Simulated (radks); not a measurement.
All-electron atom: Ti+ in [Ar] 3d(up 1.75, down 0.25) 4s(up 0.5, down 0.5) (fractional occupations, a model configuration). Calculated with a radial shooting solver on a logarithmic mesh with Libxc functionals: scalar-relativistic Kohn-Sham, PBEsol, spin-polarised, spherical densities, point nucleus. Some entries of the table are withheld. Estimate them.

orbital  occ.  eigenvalue (eV)  <1/r> (bohr^-1)
1s down     1        -4870.179            21.78
1s up       1        -4870.171            21.78
2s up       1        -543.5617            4.541
2s down     1        -543.1257            4.544
2p up       3        -451.2170            4.446
2p down     3        -450.8803            4.449
3s up       1         -70.2970            1.395
3s down     1         -68.9560            1.395
3p up       3         -46.6272            1.263
3p down     3         -45.2917            1.262
3d up    1.75         -11.9012              (1)
3d down  0.25         -10.6766              (2)
4s up     0.5         -10.5752           0.4147
4s down   0.5         -10.0451           0.4020

Answer. 
(1) 3d up <1/r> (bohr^-1): 0.8989
(2) 3d down <1/r> (bohr^-1): 0.8839
